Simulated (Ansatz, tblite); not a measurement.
Bond stretch in Be2, singlet.

- GFN2-xTB, 300 K electronic temperature (tblite)
- FCI = full CI/cc-pVTZ, frozen core (Ansatz, a quantum-chemistry and plane-wave program)

Energies relative to the lowest point of each curve near equilibrium, in kcal/mol; the last columns give the difference from FCI:

```json
[
 {"R / Å": "1.87", "GFN2-xTB": "1.8", "FCI": "15.6", "GFN2-xTB − FCI": "-13.8"},
 {"R / Å": "2.04", "GFN2-xTB": "0.0", "FCI": "6.0", "GFN2-xTB − FCI": "-6.0"},
 {"R / Å": "2.15", "GFN2-xTB": "0.4", "FCI": "2.8", "GFN2-xTB − FCI": "-2.3"},
 {"R / Å": "2.26", "GFN2-xTB": "1.6", "FCI": "1.0", "GFN2-xTB − FCI": "0.5"},
 {"R / Å": "2.40", "GFN2-xTB": "3.5", "FCI": "0.1", "GFN2-xTB − FCI": "3.3"},
 {"R / Å": "2.42", "GFN2-xTB": "3.8", "FCI": "0.1", "GFN2-xTB − FCI": "3.7"},
 {"R / Å": "2.52", "GFN2-xTB": "4.9", "FCI": "0.0", "GFN2-xTB − FCI": "4.9"},
 {"R / Å": "2.64", "GFN2-xTB": "6.1", "FCI": "0.1", "GFN2-xTB − FCI": "5.9"},
 {"R / Å": "2.68", "GFN2-xTB": "6.5", "FCI": "0.2", "GFN2-xTB − FCI": "6.2"},
 {"R / Å": "2.76", "GFN2-xTB": "7.2", "FCI": "0.4", "GFN2-xTB − FCI": "6.8"},
 {"R / Å": "2.91", "GFN2-xTB": "8.1", "FCI": "0.7", "GFN2-xTB − FCI": "7.4"},
 {"R / Å": "3.11", "GFN2-xTB": "8.8", "FCI": "1.0", "GFN2-xTB − FCI": "7.8"},
 {"R / Å": "3.42", "GFN2-xTB": "9.0", "FCI": "1.2", "GFN2-xTB − FCI": "7.8"},
 {"R / Å": "3.75", "GFN2-xTB": "8.9", "FCI": "1.4", "GFN2-xTB − FCI": "7.6"},
 {"R / Å": "4.12", "GFN2-xTB": "8.8", "FCI": "1.5", "GFN2-xTB − FCI": "7.4"},
 {"R / Å": "4.52", "GFN2-xTB": "8.9", "FCI": "1.6", "GFN2-xTB − FCI": "7.3"},
 {"R / Å": "5.06", "GFN2-xTB": "9.1", "FCI": "1.7", "GFN2-xTB − FCI": "7.4"},
 {"R / Å": "5.52", "GFN2-xTB": "9.2", "FCI": "1.7", "GFN2-xTB − FCI": "7.5"},
 {"R / Å": "6.20", "GFN2-xTB": "9.3", "FCI": "1.8", "GFN2-xTB − FCI": "7.5"},
 {"R / Å": "6.77", "GFN2-xTB": "9.3", "FCI": "1.8", "GFN2-xTB − FCI": "7.6"},
 {"R / Å": "7.42", "GFN2-xTB": "9.4", "FCI": "1.8", "GFN2-xTB − FCI": "7.6"}
]
```

GFN2-xTB is furthest from FCI at 1.87 (-13.8 kcal/mol, below); its mean absolute difference over the points is 6.5 kcal/mol.

Also computed but left out beside FCI, since their determinant holds another spin at the minimum (<S²> over 0.7 above the pure value): UHF, UCCSDT, UCCSDT(Q).
